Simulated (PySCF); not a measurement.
## Name the molecule from its bond curve

A diatomic of charge +1 contains Ga. Its doublet curve at PBEsol in a triple-zeta basis (no relativity, PySCF), in eV from the separated fragments:

```csv
R (Å),E (eV)
1.434,-0.336
1.500,-0.500
1.567,-0.593
1.617,-0.628
1.667,-0.641
1.717,-0.638
1.784,-0.616
1.867,-0.572
1.967,-0.510
2.100,-0.432
```

The fit gives ωe = 1279 cm⁻¹ and the rotational constant Bₑ = 6.011 cm⁻¹.

Question: Which atom is the partner?

Answer: The minimum lies at 1.680 Å, so the reduced mass is 16.8576 u Å² cm⁻¹/(Bₑ·Re²) = 0.9936 u. With Ga at 68.93 u the partner weighs about 1.0 u: H. The molecule is GaH⁺.

Spin–orbit coupling is left out. The state is the lowest determinant that a PBE0 search found; another state may lie lower at other levels.
